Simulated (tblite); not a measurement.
Species: C3H10NO2Si (doublet state).
Cartesian coordinates in Å at the GFN2-xTB level; atoms count from 1:
```xyz
17
C3H10NO2Si angstrom
C     -1.965    1.451    0.148
C     -1.078    0.255    0.146
C     -1.308   -0.864   -0.805
O      0.133    0.419    0.717
Si     1.502   -0.451    0.809
N      2.154   -0.636   -0.782
O      2.537    0.393    1.722
H     -3.010    1.154    0.229
H     -1.861    2.039   -0.772
H     -1.710    2.094    0.987
H     -2.375   -1.025   -0.942
H     -0.852   -1.778   -0.425
H     -0.870   -0.660   -1.792
H      1.328   -1.669    1.592
H      1.579   -1.034   -1.506
H      3.093   -0.989   -0.864
H      2.696    1.313    1.530
```

Computed with GFN2-xTB (tblite): harmonic, unscaled wavenumbers at the GFN2-xTB geometry, gas phase. Against measured fundamentals such values can be off by several per cent, at times by over 20. Modes of hydrogen on silicon can be 10 to 20 % off. One conformer, not necessarily the lowest. Open shells enter through the occupations alone, without spin polarisation, and single modes of such species can be off by tens of per cent.

Harmonic wavenumbers (cm⁻¹): 40.0, 77.6, 104.3, 119.5, 135.9, 175.6, 206.2, 238.3, 261.0, 280.1, 300.3, 339.8, 439.6, 565.1, 674.6, 689.0, 707.0, 803.0, 842.1, 858.0, 920.7, 948.9, 965.8, 984.9, 1043.6, 1081.2, 1279.6, 1336.6, 1383.1, 1396.9, 1462.3, 1467.7, 1478.2, 1483.3, 1529.4, 2278.5, 2848.8, 2871.7, 2995.8, 3005.2, 3028.3, 3043.5, 3483.4, 3518.6, 3678.5.

A = 3753, B = 1336, C = 1092 MHz; mass 120.048 u (most abundant isotopes); point group C1, symmetry number 1; spin multiplicity 2.

**Question.** What is the zero-point energy?

**Answer.** Half the sum of the wavenumbers: 28686 cm⁻¹ = 343.16 kJ/mol.

**Question.** Entropy at 350 K, 1 bar (ideal gas, RRHO, classical rotation)?

**Answer.** Translation 171.90, rotation 121.09, vibration 166.07, spin (R ln 2) 5.76: S = 464.8 J/(mol K).

**Question.** And Cp and H(350 K) − H(0)?

**Answer.** Cp = 184.67 J/(mol K), of which vibrations give 151.41 (their classical limit is 45 R = 374.2); H(350 K) − H(0) = 41.10 kJ/mol without the zero-point energy, 29.46 from vibrations.

**Question.** How do the functions run with temperature in this model?

**Answer.** 
| T (K) | S (J/(mol K)) | Cp (J/(mol K)) | H − H(0) (kJ/mol) | G − H(0) (kJ/mol) | ln q(vib) |
| --- | --- | --- | --- | --- | --- |
| 50 | 249.2 | 59.6 | 2.17 | -10.29 | 0.61 |
| 100 | 300.7 | 90.9 | 5.97 | -24.10 | 2.06 |
| 298.15 | 436.6 | 167.3 | 31.97 | -98.21 | 8.33 |
| 373.15 | 476.9 | 192.0 | 45.46 | -132.49 | 10.52 |
| 500 | 538.2 | 227.4 | 72.15 | -196.96 | 14.02 |
| 750 | 640.4 | 276.6 | 135.60 | -344.73 | 20.30 |
| 1000 | 724.8 | 309.6 | 209.12 | -515.70 | 25.89 |

q(vib) and H(0) count from the zero-point level.

**Question.** What must be added to the electronic energy to get the Gibbs energy at 350 K and 1 bar?

**Answer.** ZPE + [H(350 K) − H(0)] − T·S = 343.16 + 41.10 − 162.69 = 221.57 kJ/mol.

**Question.** Which modes carry the vibrational entropy at 350 K?

**Answer.** 40.0 cm⁻¹: 23.33; 77.6 cm⁻¹: 17.85; 104.3 cm⁻¹: 15.42; 119.5 cm⁻¹: 14.31; 135.9 cm⁻¹: 13.26; 175.6 cm⁻¹: 11.20 J/(mol K); the other 39 give 70.69 together.

**Question.** Blend soft modes into free rotors: weight 1/[1 + (100 cm⁻¹/ν̃)⁴] for the oscillator and the rest for a rotor with moment μB/(μ + B), μ = h/(8π²ν), B = 10⁻⁴⁴ kg m². What vibrational entropy results?

**Answer.** 153.61 J/(mol K) in place of 166.07, which changes −T·S at 350 K by +4.36 kJ/mol.

Hindered rotation and anharmonicity are outside this model. Other conformers, if any are populated, would add a mixing term that is left out. The structure is chiral; the term R ln 2 for an equal mix with its mirror image is left out.
